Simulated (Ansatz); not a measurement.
Frontier orbitals of `[SiH3][N]([SiH3])[GeH3]`.

```xyz
13

Si   -1.646   -0.623    0.150
N    -0.048    0.030    0.063
Si    0.872    0.526    1.438
Ge    0.776    0.103   -1.601
H    -1.668   -2.092   -0.096
H    -2.197   -0.356    1.503
H    -2.516    0.010   -0.880
H     1.747   -0.559    1.964
H     1.756    1.657    1.040
H    -0.043    0.961    2.525
H     0.017   -0.861   -2.526
H     2.241   -0.334   -1.436
H     0.710    1.539   -2.146
```

Total charge 0; spin multiplicity 1. Correlated methods include outer-core shells of Ge, which these sets cover unevenly. Scalar relativity is left out up to krypton. The geometry is a stationary point of PBE0-D4/def2-TZVP. Basis def2-TZVPP, Ansatz.

| functional | HOMO (eV) | LUMO (eV) |
| --- | --- | --- |
| B3LYP | -7.25 | -0.52 |

**Question.** Give HOMO and LUMO (eV) with LDA (SPW92), PBE, revPBE, BLYP, r2SCAN, B97M-V, PBE0, r2SCANh, r2SCAN0, HSE06 (plane-wave form), BHLYP, CAM-B3LYP, LC-ωPBE, ωB97X-V, ωB97M-V, HF. (Estimate.)

**Answer.** Computed: 
| functional | HOMO | LUMO |
| --- | --- | --- |
| LDA (SPW92) | -6.24 | -1.49 |
| PBE | -6.18 | -1.21 |
| revPBE | -6.15 | -1.08 |
| BLYP | -6.06 | -1.02 |
| r2SCAN | -6.47 | -0.90 |
| B97M-V | -6.67 | -1.11 |
| PBE0 | -7.46 | -0.36 |
| r2SCANh | -6.95 | -0.61 |
| r2SCAN0 | -7.67 | -0.18 |
| HSE06 (plane-wave form) | -7.07 | -0.73 |
| BHLYP | -8.67 | 0.57 |
| CAM-B3LYP | -8.79 | 0.69 |
| LC-ωPBE | -10.14 | 1.83 |
| ωB97X-V | -9.82 | 1.67 |
| ωB97M-V | -9.71 | 1.38 |
| HF | -10.64 | 2.80 |

B3LYP here is the variant with VWN-RPA as its local correlation; programs differ in this. LC-ωPBE has ω = 0.4 bohr⁻¹. Positive LUMOs are unbound and depend on the basis.
